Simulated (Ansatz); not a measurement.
Reactions of GeH$_{10}$Si$_{3}$, SMILES `[SiH3][SiH2][SiH2][GeH3]`.

Isolated molecules relaxed with PBE0-D4/def2-TZVP in Ansatz; ΔE leaves out vibrations. CCSD(T)/CBS adds triple-zeta CCSD(T) − MP2 to the extrapolated MP2 energy (def2 sets, frozen cores). This one scheme is used for every species. DFT in def2-TZVPP. For Ga, Ge outer-core shells are correlated without core-valence functions, which leaves a few kJ/mol of doubt a bond. Scalar relativity is left out up to krypton. Each species was taken in one conformer, which may not be the lowest.

| reaction | PBE-D4 (kcal/mol) |
| --- | --- |
| `[SiH3][SiH2][SiH2][GeH3]` + `[NH2][GeH3]` → `[SiH3][SiH2][NH][GeH3]` + `[SiH3][GeH3]` | -4.0 |
| `[SiH3][SiH2][SiH2][GeH3]` + `O[Si](F)(Cl)O[SiH3]` → `F[Si](Cl)(O[SiH3])O[SiH3]` + `[SiH3][SiH2][GeH3]` | -17.0 |
| `[SiH3][SiH2][SiH2][GeH3]` + `[SiH3][GeH3]` → `[GeH3][SiH2][SiH2][SiH2][GeH3]` + SiH₄ | -2.2 |
| `[SiH3][SiH2][SiH2][GeH3]` + `[SiH3][SiH2][SiH3]` → `[SiH3][SiH2][SiH2][SiH2][SiH2][SiH3]` + GeH₄ | -0.2 |
| `[SiH3][SiH2][SiH2][GeH3]` + `[CH2]1[CH2][GaH]1` → `[GeH3][CH]1[CH2][GaH]1` + `[SiH3][SiH2][SiH3]` | -5.9 |

Give the CCSD(T)/CBS values in the same order. (Best estimate.)

Computed: -8.5, -23.3, -2.5, 1.3, -5.4 kcal/mol.

Largest T1 diagnostic: 0.016, for `[GeH3][CH]1[CH2][GaH]1`.
